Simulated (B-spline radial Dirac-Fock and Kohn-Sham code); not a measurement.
**Al 3p1/2: cross section and angular parameters**

System: atomic aluminum in the configuration [Ne] 3s2 3p1; threshold 4.57 eV (orbital energy of the model). Calculated with a radial finite-basis atomic code, using Dirac-Hartree-Slater photoionisation with a Latter tail; cross sections with all multipoles, angular parameters from the dipole term and its interference with E2.

Input of the calculation (task.json; shells as n, l, electrons):

```json
{"items": [{
  "Z": 13,
  "q": 0,
  "cfg": [[1, 0, 2], [2, 0, 2], [2, 1, 6], [3, 0, 2], [3, 1, 1]],
  "A": 27,
  "rrms": 3.061,
  "do": "xps",
  "hv": [174.0, 191.0, 214.0, 256.0, 400, 406.0, 563.0, 600, 912.0, 1000, 1020.0, 1100.0, 1253.6, 1350.0, 1690.0, 1720.0, 1960.0, 2080.0, 2740.0, 3730.0, 4000, 5414.7, 9251.7, 9260.0, 9910.0, 11200.0, 11600.0, 12700.0, 15000],
  "edges": {"K": 1559.0, "L1": 117.8, "L2": 72.9, "L3": 72.5}
}]}
```

Run with: `python xray2_run.py task.json out`

For linearly polarised light dσ/dΩ = σ/(4π) [1 + β P₂(cos θ) + (δ + γ cos²θ) sin θ cos φ], with θ from the polarisation vector and φ the angle between the beam and the projection of the electron momentum on the plane normal to the polarisation.

```
hν (eV)    σ (kb)      β      γ      δ
    174      4.53  1.586  0.080  0.008
    191      3.73  1.581  0.093  0.009
    214      2.92  1.571  0.111  0.010
    256         ?      ?      ?      ?
    400     0.645  1.454  0.238  0.016
    406     0.621  1.449  0.241  0.017
    563     0.254  1.344  0.320  0.024
    600     0.212  1.321  0.335  0.025
    912    0.0621  1.151  0.440  0.040
   1000    0.0469  1.111  0.464  0.044
   1020    0.0441  1.102  0.469  0.045
   1100    0.0349  1.068  0.488  0.049
 1253.6    0.0232  1.008  0.520  0.056
   1350    0.0183  0.974  0.538  0.061
   1690   0.00882  0.870  0.591  0.077
   1720   0.00832  0.862  0.595  0.078
   1960   0.00539  0.802  0.625  0.089
   2080   0.00442  0.775  0.638  0.094
   2740   0.00172  0.655  0.698  0.122
   3730  0.000582  0.533  0.764  0.160
   4000  0.000453  0.508  0.779  0.169
 5414.7  0.000151  0.408  0.850  0.214
 9251.7  2.02e-05  0.265  1.001  0.313
   9260  2.01e-05  0.264  1.001  0.314
   9910  1.55e-05  0.249  1.023  0.328
  11200  9.69e-06  0.221  1.061  0.355
  11600  8.46e-06  0.213  1.073  0.363
  12700  5.95e-06  0.194  1.102  0.385
  15000  3.10e-06  0.160  1.157  0.427
```

**Question.** Give the values at 256 eV.

**Answer.** σ = 1.95 kb, β = 1.550, γ = 0.142, δ = 0.011.
